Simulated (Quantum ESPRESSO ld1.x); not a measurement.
The numbers below are computed, except where a source is named.
Question: The mean radii <r> (bohr) of the occupied orbitals of an atom or ion are listed with their occupations. Code: ld1.x of Quantum ESPRESSO 7.5. Model: non-relativistic Kohn-Sham, revPBE, spin-unpolarised, spherical densities, point nucleus.

| orbital | occ. | <r> |
|---|---|---|
| 1s | 2 | 0.02530 |
| 2s | 2 | 0.1081 |
| 2p | 6 | 0.09181 |
| 3s | 2 | 0.2815 |
| 3p | 6 | 0.2713 |
| 3d | 10 | 0.2424 |
| 4s | 2 | 0.6396 |
| 4p | 6 | 0.6579 |
| 4d | 10 | 0.7060 |
| 5s | 2 | 1.554 |
| 5p | 6 | 1.748 |
| 4f | 4 | 1.017 |

Name the element and its charge.

Answer: Z = 60, neodymium, charge +2: Nd2+ in [Xe] 4f4. The 1s radius gives Z: for a bare nucleus <r> = 1.5/Z, 0.025 bohr for Z = 60, and screening makes it slightly larger (0.02530 here). The occupations add up to 58, and the charge is Z minus that.
